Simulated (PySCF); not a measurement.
Isomers of C8H17N.

All values: PBE0/pcSseg-1 (PySCF) at GFN2-xTB geometries, gas phase, one conformer each.

Task: Rank by the lowest Hirshfeld charge on any atom, highest value first.
A. `[CH2:1]=[CH:2][CH2:3][C@@H:4]([CH3:5])[C@H:6]([CH3:7])[CH2:8][NH2:9]` with C1–C2–C3–C4 107°, C2–C3–C4–C5 66°, C3–C4–C6–C7 -69°, C4–C6–C8–N9 -168°, C6–C8–N9–H 63° and -178°
B. `[CH2:1]=[CH:2][C@@H:3]([CH3:4])[C@@H:5]([CH3:6])[CH2:7][CH2:8][NH2:9]` with C1–C2–C3–C4 114°, C2–C3–C5–C6 57°, C3–C5–C7–C8 -58°, C5–C7–C8–N9 -172°, C7–C8–N9–H -62° and 180°
C. `[CH3:1][N:2]([CH3:3])[CH:4]1[CH2:5][CH2:6][CH2:7][CH2:8][CH2:9]1` with C1–N2–C4–C5 72°, N2–C4–C5–C6 172°, C4–C5–C6–C7 59°, C5–C6–C7–C8 -57°, C6–C7–C8–C9 57°
D. `[CH3:1][CH2:2]/[C:3]([CH3:4])=[C:5](/[CH3:6])[N:7]([CH3:8])[CH3:9]` with C1–C2–C3–C4 71°
E. `[CH3:1]/[N:2]=[CH:3]/[CH2:4][C@H:5]([CH3:6])[CH:7]([CH3:8])[CH3:9]` with N2–C3–C4–C5 126°, C3–C4–C5–C6 -65°, C4–C5–C7–C8 -165°

Result: C (-0.096 e), D (-0.126 e), E (-0.151 e), A (-0.229 e), B (-0.242 e).

Task: Rank by HOMO energy, lowest first.
A. `[CH3:1][N:2]([CH3:3])[CH:4]1[CH2:5][CH2:6][CH2:7][CH2:8][CH2:9]1` with C1–N2–C4–C5 72°, N2–C4–C5–C6 172°, C4–C5–C6–C7 59°, C5–C6–C7–C8 -57°, C6–C7–C8–C9 57°
B. `[CH2:1]=[CH:2][C@@H:3]([CH2:4][CH3:5])[C@@H:6]([CH3:7])[NH:8][CH3:9]` with C1–C2–C3–C4 116°, C2–C3–C4–C5 -68°, C2–C3–C6–C7 56°, C3–C6–N8–C9 162°
C. `[CH3:1][CH2:2][CH2:3][C:4]([CH3:5])([CH3:6])[N:7]1[CH2:8][CH2:9]1` with C1–C2–C3–C4 171°, C2–C3–C4–C5 180°, C3–C4–N7–C8 -158°
D. `[H]/[N:5]=[CH:4]/[C@@H:3]([CH2:2][CH3:1])[C:6]([CH3:7])([CH3:8])[CH3:9]` with C1–C2–C3–C4 -68°, C2–C3–C4–N5 117°
E. `[CH2:1]=[CH:2][CH2:3][C@@H:4]([CH3:5])[C@H:6]([CH3:7])[CH2:8][NH2:9]` with C1–C2–C3–C4 107°, C2–C3–C4–C5 66°, C3–C4–C6–C7 -69°, C4–C6–C8–N9 -168°, C6–C8–N9–H 63° and -178°
F. `[CH3:1]/[N:2]=[CH:3]/[CH2:4][C@H:5]([CH3:6])[CH:7]([CH3:8])[CH3:9]` with N2–C3–C4–C5 126°, C3–C4–C5–C6 -65°, C4–C5–C7–C8 -165°

Result: D (-7.17 eV), F (-6.97 eV), E (-6.73 eV), C (-6.43 eV), B (-6.20 eV), A (-5.79 eV).

Task: Rank by the highest Hirshfeld charge on any atom, lowest value first.
A. `[CH3:1][CH:2]1[CH2:3][N:4]([C:5]([CH3:6])([CH3:7])[CH3:8])[CH2:9]1` with C1–C2–C3–N4 -131°, C2–C3–N4–C5 144°, C3–N4–C9–C2 -13°, C1–C2–C9–N4 131°
B. `[NH2:1][CH2:2][CH:3]1[CH2:4][CH2:5][CH2:6][CH2:7][CH2:8][CH2:9]1` with H–N1–C2–C3 -63° and 179°, N1–C2–C3–C4 175°, C2–C3–C4–C5 -164°, C3–C4–C5–C6 -90°, C4–C5–C6–C7 40°, C5–C6–C7–C8 39°
C. `[CH3:1][CH2:2]/[C:3]([CH3:4])=[C:5](/[CH3:6])[N:7]([CH3:8])[CH3:9]` with C1–C2–C3–C4 71°

Result: C (+0.043 e), A (+0.066 e), B (+0.109 e).

All values together:

```tsv
SMILES	μ (D)	HOMO (eV)	LUMO (eV)	lowest IAO charge (e)	highest IAO charge (e)	lowest Hirshfeld charge (e)	highest Hirshfeld charge (e)
CC/C(C)=C(/C)N(C)C	0.67	-5.83	0.83	-0.444 (C)	+0.151 (H)	-0.126 (C)	+0.043 (H)
C=CC[C@@H](C)[C@H](C)CN	1.27	-6.73	0.48	-0.577 (N)	+0.243 (H)	-0.229 (N)	+0.110 (H)
C=C[C@@H](C)[C@@H](C)CCN	1.22	-6.69	0.50	-0.578 (N)	+0.241 (H)	-0.242 (N)	+0.107 (H)
CCCC(C)(C)N1CC1	1.07	-6.43	1.48	-0.436 (C)	+0.148 (H)	-0.126 (C)	+0.070 (C)
C=C(C)C[C@@H](C)N(C)C	0.63	-5.90	0.57	-0.440 (C)	+0.149 (H)	-0.131 (C)	+0.045 (H)
C=C[C@@H](CC)[C@@H](C)NC	1.12	-6.20	0.50	-0.437 (C)	+0.232 (H)	-0.147 (N)	+0.106 (H)
[H]/N=C/[C@@H](CC)C(C)(C)C	1.74	-7.17	0.10	-0.441 (N)	+0.246 (H)	-0.224 (N)	+0.109 (H)
NCC1CCCCCC1	1.31	-6.64	1.50	-0.577 (N)	+0.243 (H)	-0.229 (N)	+0.109 (H)
C/N=C/C[C@H](C)C(C)C	1.35	-6.97	0.24	-0.420 (C)	+0.156 (H)	-0.151 (N)	+0.049 (C/H)
CN(C)C1CCCCC1	0.62	-5.79	1.47	-0.304 (C)	+0.142 (H)	-0.096 (N)	+0.041 (H)
CC1CN(C(C)(C)C)C1	0.76	-5.81	1.40	-0.437 (C)	+0.149 (C)	-0.129 (C)	+0.066 (C)
CCCCN1CCCC1	0.49	-6.07	1.45	-0.415 (C)	+0.139 (H)	-0.117 (C)	+0.039 (H)
```

Conformers: `[CH3:1][CH2:2]/[C:3]([CH3:4])=[C:5](/[CH3:6])[N:7]([CH3:8])[CH3:9]` with C1–C2–C3–C4 71°; `[CH2:1]=[CH:2][CH2:3][C@@H:4]([CH3:5])[C@H:6]([CH3:7])[CH2:8][NH2:9]` with C1–C2–C3–C4 107°, C2–C3–C4–C5 66°, C3–C4–C6–C7 -69°, C4–C6–C8–N9 -168°, C6–C8–N9–H 63° and -178°; `[CH2:1]=[CH:2][C@@H:3]([CH3:4])[C@@H:5]([CH3:6])[CH2:7][CH2:8][NH2:9]` with C1–C2–C3–C4 114°, C2–C3–C5–C6 57°, C3–C5–C7–C8 -58°, C5–C7–C8–N9 -172°, C7–C8–N9–H -62° and 180°; `[CH3:1][CH2:2][CH2:3][C:4]([CH3:5])([CH3:6])[N:7]1[CH2:8][CH2:9]1` with C1–C2–C3–C4 171°, C2–C3–C4–C5 180°, C3–C4–N7–C8 -158°; `[CH2:1]=[C:2]([CH3:3])[CH2:4][C@@H:5]([CH3:6])[N:7]([CH3:8])[CH3:9]` with C1–C2–C4–C5 -103°, C2–C4–C5–C6 69°, C4–C5–N7–C8 -74°; `[CH2:1]=[CH:2][C@@H:3]([CH2:4][CH3:5])[C@@H:6]([CH3:7])[NH:8][CH3:9]` with C1–C2–C3–C4 116°, C2–C3–C4–C5 -68°, C2–C3–C6–C7 56°, C3–C6–N8–C9 162°; `[H]/[N:5]=[CH:4]/[C@@H:3]([CH2:2][CH3:1])[C:6]([CH3:7])([CH3:8])[CH3:9]` with C1–C2–C3–C4 -68°, C2–C3–C4–N5 117°; `[NH2:1][CH2:2][CH:3]1[CH2:4][CH2:5][CH2:6][CH2:7][CH2:8][CH2:9]1` with H–N1–C2–C3 -63° and 179°, N1–C2–C3–C4 175°, C2–C3–C4–C5 -164°, C3–C4–C5–C6 -90°, C4–C5–C6–C7 40°, C5–C6–C7–C8 39°; `[CH3:1]/[N:2]=[CH:3]/[CH2:4][C@H:5]([CH3:6])[CH:7]([CH3:8])[CH3:9]` with N2–C3–C4–C5 126°, C3–C4–C5–C6 -65°, C4–C5–C7–C8 -165°; `[CH3:1][N:2]([CH3:3])[CH:4]1[CH2:5][CH2:6][CH2:7][CH2:8][CH2:9]1` with C1–N2–C4–C5 72°, N2–C4–C5–C6 172°, C4–C5–C6–C7 59°, C5–C6–C7–C8 -57°, C6–C7–C8–C9 57°; `[CH3:1][CH:2]1[CH2:3][N:4]([C:5]([CH3:6])([CH3:7])[CH3:8])[CH2:9]1` with C1–C2–C3–N4 -131°, C2–C3–N4–C5 144°, C3–N4–C9–C2 -13°, C1–C2–C9–N4 131°; `[CH3:1][CH2:2][CH2:3][CH2:4][N:5]1[CH2:6][CH2:7][CH2:8][CH2:9]1` with C1–C2–C3–C4 178°, C2–C3–C4–N5 171°, C3–C4–N5–C6 69°, C4–N5–C6–C7 164°, N5–C6–C7–C8 -17°, C6–C7–C8–C9 -9°, C7–C8–C9–N5 32°.
